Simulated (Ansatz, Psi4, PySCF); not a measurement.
HGa, singlet, geometry from GFN2-xTB (such geometries of metal compounds can be far from the true shape). Base run: B3LYP/6-311G** (PySCF).

Input for PySCF:
```python
from pyscf import gto, scf, dft

mol = gto.M(
    atom='''
Ga   -0.000000   -0.000000   -0.059524
H     0.000000    0.000000    1.845233
''',
    basis='6-311g**',
    charge=0,
    spin=0,
    verbose=4,
)

mf = dft.RKS(mol)
mf.xc = 'b3lyp'
mf.kernel()
```

The same geometry, method and basis name were run in Ansatz (a quantum-chemistry and plane-wave program) and Psi4 and PySCF, at each program's defaults and at the settings that a row names. The base is PySCF at its defaults. Differences at the defaults can come from grids, fitting, cores and function types together.

```tsv
code and settings	ΔE vs base (mEh)	basis functions	E (Eh)	SCF cycles	dipole (D)
PySCF, defaults (exact integrals, its default grid, spherical functions)	0.000	50	-1925.42982	8	1.46
Psi4, defaults (density fitting with its default set, its default grid, spherical functions)	-0.064	50	-1925.42988	9	1.46
Ansatz, defaults (factorised integrals, its default grid, spherical functions)	0.000	50	-1925.42982	-	-
PySCF, density fitting with def2-universal-jkfit	-0.013	50	-1925.42983	8	1.46
PySCF, fine grid	0.000	50	-1925.42982	8	1.46
Psi4, exact integrals, spherical functions, fine grid	-0.001	50	-1925.42982	12	1.46
Ansatz, high accuracy	0.000	50	-1925.42982	-	-
```
